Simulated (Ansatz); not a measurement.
Input for Ansatz (a quantum-chemistry and plane-wave program): U-r2SCAN/def2-TZVPP on O2 (SMILES O=O).

Ansatz 0.2 input:
```yaml
crystal:
  periodic: [false, false, false]
  atoms:
    - {symbol: O, position_ang: [0.00000000, -0.00000000, -0.60213195]}
    - {symbol: O, position_ang: [-0.00000000, 0.00000000, 0.60213195]}
basis:
  gaussian:
    orbitals: def2-TZVPP
hamiltonian:
  xc: {name: r2SCAN}
magnetization: {spin_polarized: true, initial_magnetization: 2}
```

Program output:

```
WARN ansatz: RAYON_NUM_THREADS=4 ignored (pool sized by the plan → 4); use --threads N
Functional definition: r2SCAN
integrals: 0.01 GiB planned
302 factors; their error is unknown
mean field: 0.15 GiB planned
mean field evaluation 1: about -4089.9966 eV, gradient 1.4e1 eV
mean field evaluation 2: about -4090.2709 eV, gradient 9.4e0 eV
mean field evaluation 4: about -4090.5286 eV, gradient 4.3e-1 eV
mean field evaluation 8: about -4090.5280 eV, gradient 1.6e-3 eV
mean field -4090.52798167 eV, -150.3241306669 hartree, gradient 3.6e-5 eV, S^2 2.009827; 0 other end points of the search recorded, 0 dependent functions left out
reference -4090.52798520 eV, -150.3241307968 hartree; 9, 7 occupied and 53, 55 virtual orbitals, 302 factors
Total energy: -4090.52798520 eV, -150.3241307968 hartree
```

The run converged.

Cost: around 0.8 core-seconds (rough).
